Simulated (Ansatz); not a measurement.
Ansatz (a quantum-chemistry and plane-wave program) input:

Ansatz 0.2 input:
```yaml
crystal:
  periodic: [false, false, false]
  atoms:
    - {symbol: C, position_ang: [2.01962942, 0.03654930, -0.25219718]}
    - {symbol: C, position_ang: [0.84107937, -0.24744500, 0.00776197]}
    - {symbol: C, position_ang: [-0.56243470, -0.49639828, 0.27901808]}
    - {symbol: O, position_ang: [-1.41500704, 0.62914212, -0.10445646]}
    - {symbol: H, position_ang: [-0.75143795, -0.68065096, 1.34701849]}
    - {symbol: H, position_ang: [-0.94041737, -1.37362502, -0.26678270]}
    - {symbol: H, position_ang: [-0.77773291, 1.26490288, -0.45208132]}
basis:
  gaussian:
    orbitals: aug-cc-pVDZ
total_charge: -1
magnetization: {spin_polarized: false}
correlation: {method: ccsd_t, electrons: outside_noble_gas}
```

Which total energy does the run end on?

-190.79820 Eh (CCSD(T)/aug-cc-pVDZ). The basis has 119 functions.

It need not be the lowest isomer of its formula. Whether it binds its extra electron was not tested at this geometry.
